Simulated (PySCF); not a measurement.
C₅H₉Cl₂ (doublet state).
Cartesian coordinates in Å at the GFN2-xTB level; atoms count from 1:
```
atom  x, y, z in Å
C1     0.2182   -0.0921   -1.5977
C2     0.0685    0.0252   -0.1321
C3     1.3613   -0.4308    0.5667
C4    -0.2830    1.4550    0.2776
C5    -1.0576   -0.9538    0.2925
Cl6   -1.3672   -0.9274    2.0434
Cl7   -2.5756   -0.5861   -0.5544
H8    -0.1338    0.6794   -2.2519
H9     0.6183   -0.9907   -2.0256
H10    1.2409   -0.3986    1.6459
H11    2.1749    0.2319    0.2853
H12    1.6206   -1.4449    0.2726
H13    0.5007    2.1327   -0.0503
H14   -0.3790    1.5293    1.3576
H15   -1.2212    1.7615   -0.1775
H16   -0.7935   -1.9818    0.0364
```

The hyperfine couplings belong to this conformer and change with its torsions.

Identity: `[CH2]C(C)(C)C(Cl)Cl` [radical].

Computed with UKS B3LYP, pcH-1 on C Cl H, non-relativistic, mean-field spin-orbit, GIAO (PySCF). One conformer (not necessarily the lowest) at the GFN2-xTB geometry, without solvent, vibrations or thermal averaging. Couplings are sensitive to structure, and on GFN2-xTB geometries they can be far from those on DFT ones. Stability of the SCF solution: not tested.

**Question.** Give the principal g shifts and their parts.

**Answer.** 
```tsv
Δg (ppm)	1	2	3
relativistic mass correction	-152	-152	-152
gauge correction	22	34	34
orbital Zeeman/spin–orbit	-111	510	2023
total	-241	392	1905
```

So g = 2.00208, 2.00271, 2.00422 and g_iso = 2.00300; the tensor is rhombic: the two nearest values differ by 30 % of g3 − g1. Axes: g3 points within 15° of the C1–H9 bond.

**Question.** At 94.241 GHz, how far is the centre of the isotropic spectrum from where a free electron (g = 2.002319) resonates?

**Answer.** B = hν/(g μB) with μB/h = 13.99624 MHz/mT gives 3362.75 mT for the free electron and 3361.60 mT at g_iso, 1.15 mT lower.

**Question.** What effective moment and Curie constant follow for a powder?

**Answer.** With the mean of g² = 4.0120 and S(S+1) = 0.75: μ_eff = √(⟨g²⟩S(S+1)) = 1.735 μB and χT = 0.12505·⟨g²⟩·S(S+1) = 0.376 cm³ K/mol (cgs; spin-Hamiltonian part alone).

**Question.** In a frozen sample, at which fields do the three g values resonate at 9.5, 34, 94 and 263 GHz (hyperfine left aside), and which band first spreads them over more than twice a line width of 1.0 mT?

**Answer.** 
```
band    GHz  B(g3) mT  B(g2) mT  B(g1) mT  spread mT
   X    9.5    338.66    338.92    339.02       0.36
   Q   34.0   1212.05   1212.97   1213.35       1.30
   W   94.0   3350.96   3353.50   3354.56       3.59
   J  263.0   9375.57   9382.66   9385.62      10.05
```

The spread grows in proportion to the frequency. W band is the first where it exceeds 2.0 mT.

The Mulliken spin populations are largest on C1 (+1.07) and C2 (-0.07). C1 is the only atom above +0.15. The positive populations add up to 1.17 and the negative ones to -0.17, together 2S = 1. The angles at C1 add up to 359.8°, so it is planar; its axial dipolar tensor and the negative couplings of its protons fit spin in a p orbital normal to that plane.

The HOMO–LUMO gaps are 6.25 eV among the α and 6.05 eV among the β orbitals.

Time: 2.4 min (with the writing of density and orbital grids); peak memory 0.97 GiB. Hardware: one thread of an Arm Neoverse N1, no GPU, shared host with 64 logical CPUs at a one-minute load of 32.
